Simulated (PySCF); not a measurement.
Geometry (Å), atoms numbered from 1 in this order:
```xyz
20

C    -1.916    0.763    1.236
C    -1.383    0.810   -0.202
C    -0.242   -0.145   -0.357
C     1.065    0.135   -0.187
C     2.191   -0.842   -0.331
C     1.480    1.514    0.132
O     0.852    2.439    0.523
F     2.818    1.681   -0.068
C    -0.642   -1.569   -0.687
F    -1.955   -1.719   -0.886
F    -0.320   -2.433    0.295
F    -0.046   -2.026   -1.803
H    -2.770    1.427    1.328
H    -1.146    1.087    1.931
H    -2.230   -0.245    1.500
H    -1.057    1.825   -0.422
H    -2.185    0.539   -0.890
H     2.709   -0.664   -1.274
H     2.913   -0.695    0.471
H     1.858   -1.873   -0.311
```

PySCF 2.14 calculation with structure optimised with GFN2-xTB and shielding tensors at PBE0/pcSseg-1 (GIAO); fast rotation and ring inversion assumed for equivalent nuclei, no relativistic terms, gas phase, one computed conformer.

δ = σ(ref) − σ, references computed at the same level: ¹³C (σ = 186.93 ppm) vs TMS.

Q: Do the ¹³C shifts follow the atomic charges (in e)? Tabulate both.

A: 
```tsv
atoms	hybridisation	δ (ppm)	σ para (ppm)	Hirshfeld	IAO	Mulliken	ESP-fitted
C6	sp2	165.6	-230	+0.24	+0.60	+0.64	+0.62
C3	sp2	165.2	-244	+0.01	-0.00	-0.33	-0.32
C4	sp2	135.1	-211	-0.00	-0.05	-0.39	+0.13
C9	sp3	133.0	-189	+0.27	+0.80	+0.89	+0.62
C2	sp3	27.7	-87	-0.08	-0.27	-0.12	+0.10
C5	sp3	20.0	-77	-0.13	-0.43	-0.10	-0.53
C1	sp3	16.3	-77	-0.11	-0.41	-0.26	-0.34
```

Correlation coefficients of δ with charge over these carbons: Hirshfeld +0.75, IAO +0.75, Mulliken +0.36, ESP-fitted +0.57; with the paramagnetic shielding -1.00. Among the 4 sp3 carbons alone: Hirshfeld +1.00, IAO +1.00, Mulliken +0.99, ESP-fitted +0.89. With so few points, grouped by hybridisation, these coefficients are fragile. Charge is one influence among several: hybridisation and low-lying excitations act through the paramagnetic term.

Shifts are as computed. Against solution values, carbons near 30 ppm lie about +3 ppm off and those near 130 ppm about +5 ppm. Of 1211 compounds with measured shifts, 218 miss one by over three times the rms of a fit or turn the order of signals round; such compounds aren't used in these exercises.
